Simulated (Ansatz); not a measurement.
A made-up structure of B₂SiH₄O, singlet:

B1  (-1.280, 0.774, -0.466)
B2  (0.179, 0.123, -0.684)
Si3  (1.102, -0.821, 0.825)
O4  (0.862, -2.291, 1.136)
H5  (-1.416, 1.907, -0.096)
H6  (-2.278, 0.127, -0.613)
H7  (0.791, 0.143, -1.714)
H8  (0.939, -3.027, 1.762)
(Å)

It is relaxed with PBE-D4/def2-SVP and then PBE0-D4/def2-TZVP (Ansatz 0.2.0). Atoms count as bonded within 1.22 times the sum of their covalent radii (H–H: 0.88 Å). The end point is not checked to be a true minimum.

Problem. Does its bonding change? (Judge from chemistry; the calculation decides.)

Solution. By the calculation: No: no bond forms or breaks.

Where it ends: The first stage lowers the energy by 0.99 eV in 12 steps. It ends as B₂SiH₄O ([BH2][BH][Si][OH]):
B1  (-1.260, 0.744, -0.444)
B2  (0.167, 0.043, -0.623)
Si3  (1.227, -0.707, 0.958)
O4  (0.608, -2.249, 0.947)
H5  (-1.403, 1.869, -0.050)
H6  (-2.264, 0.105, -0.608)
H7  (0.819, -0.038, -1.631)
H8  (1.004, -2.834, 1.599)
(Å)

Labels in which every atom is bracketed show which atoms are joined, not bond orders.

For scale, one of the runs: PBE0-D4/def2-TZVP relaxation, 154 basis functions, launched by `ansatz run in.yaml --threads 2 --pin off --events-out ev --progress --plain --max-ram 4352MiB`. The run took about 27 s on 2 CPU threads of an Intel Xeon Platinum 8488C (shared host).
